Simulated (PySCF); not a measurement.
Two probes of the same atoms: core binding energy and nuclear shielding

Compound: C7H7ClSe.
Bonds: C1–Se2, Se2–C3, C3–C4 (aromatic), C4–C5 (aromatic), C5–C6 (aromatic), C6–Cl7, C6–C8 (aromatic), C8–C9 (aromatic), C3–C9 (aromatic). Hydrogens: H10, H11, H12 on C1; H13 on C4; H14 on C5; H15 on C8; H16 on C9.

Binding energies: delta-SCF UKS SCAN, pcX-2 on the ionised atom, pcseg-1 elsewhere, spin-free X2C in PySCF 2.14.0. Shieldings: GIAO PBE0/pcSseg-1, non-relativistic, same geometry.

```json
{"atom": "C1", "isotropic shielding (ppm)": "171.7"}
{"atom": "C3", "isotropic shielding (ppm)": "37.6"}
{"atom": "C4", "isotropic shielding (ppm)": "55.2"}
{"atom": "C5", "isotropic shielding (ppm)": "49.1"}
{"atom": "C6", "isotropic shielding (ppm)": "43.4"}
```

Q: What are the C 1s binding energies of these atoms?

A: 
```json
{"atom": "C4", "environment": "aromatic CH carbon", "C 1s (eV)": "290.31", "isotropic shielding (ppm)": "55.2"}
{"atom": "C5", "environment": "aromatic CH carbon", "C 1s (eV)": "290.42", "isotropic shielding (ppm)": "49.1"}
{"atom": "C3", "environment": "substituted aromatic carbon", "C 1s (eV)": "290.74", "isotropic shielding (ppm)": "37.6"}
{"atom": "C1", "environment": "sp3 carbon bound to selenium", "C 1s (eV)": "291.25", "isotropic shielding (ppm)": "171.7"}
{"atom": "C6", "environment": "aromatic C–Cl carbon", "C 1s (eV)": "291.42", "isotropic shielding (ppm)": "43.4"}
```

Q: Among the listed atoms, is the one with the highest binding energy also the least shielded?

A: No. The highest binding energy is at C6 (291.42 eV, shielding 43.4 ppm), the lowest shielding at C3 (37.6 ppm, 290.74 eV).

By binding energy: C4 < C5 < C3 < C1 < C6. By shielding: C3 < C6 < C5 < C4 < C1.

Of atoms equivalent by bonding only the ionised one is listed; its partners' own values can differ in this conformer. The unrestricted hole states depart most from a pure doublet (⟨S²⟩ = 0.75; over 0.85 named) for C 1s of C3 (0.87), which makes this value less certain. One conformer (not necessarily the lowest) at the PBE0-D3(BJ)/def2-SVP geometry, without solvent, vibrations or thermal averaging.

Conformer computed: `[CH3:1][Se:2][c:3]1[cH:4][cH:5][c:6]([Cl:7])[cH:8][cH:9]1`: C1–Se2–C3–C4 0°.
